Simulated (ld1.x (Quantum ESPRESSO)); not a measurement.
Results of a calculation; reference values are marked as such.
## Potentials for vanadium (V) compared

Generated with ld1.x 7.5 (TM, RRKJ, ultrasoft, PAW), atompaw 4.2 or ONCVPSP 4.0.1. The cutoff is in Ry: for ld1.x and atompaw files where the sum of valence levels is converged to 10 mRy in a Bessel basis, for ONCV files where the hardest occupied wave has 1 mHa per electron of residual kinetic energy. The error is the largest all-electron minus pseudo excitation energy over each file’s own four to seven test configurations (ionisations up to +4, promotions, holes and added fractions of an electron), all of which were solved. The labels leave out finer settings (local radius, basis sizes, second energies), which also bear on the numbers. Spin-polarised tests are not counted. The rows are a selection from randomly drawn settings: files with unsolved tests, undetermined cutoffs or missed reference levels are left out.

```csv
potential,cutoff (Ry),largest error (meV),bound ghosts
"RRKJ, PW91, non-relativistic, rc 1.15/1.45/1.35 (spd), local d, core correction no, reference 3s2 3p6 3d3 4s0 4p0",110,-16,none
"TM, PBEsol, scalar-relativistic, rc 2.25/3.85/1.75 (spd), local s, core correction no, reference 3d3 4s1.75 4p0.25",70,-198,none
"ultrasoft, PBE, scalar-relativistic, rc 2.75/2.25/1.40 (spd), local smoothed, core correction no, reference 3p6 3d3 4s2 4p0",50,-210,none
"TM semilocal, PBE, scalar-relativistic, rc 2.75/2.90/1.45 (spd), local s, core correction yes, reference 3d3 4s2 4p0",90,-335,none
"PAW, PBE, scalar-relativistic, rc 2.95/1.65/2.10 (spd), local smoothed, core correction yes, reference 3p6 3d3 4s1.5 4p0.5",35,+94,none
```

Question: Fill in the row for V: RRKJ, PBE, scalar-relativistic, rc 1.05/1.55/1.55 (spd), local s, core correction no, reference 3s2 3p6 3d2 4s0 4p0.

Answer: cutoff 120 Ry, largest error +194 meV, bound ghosts: none.
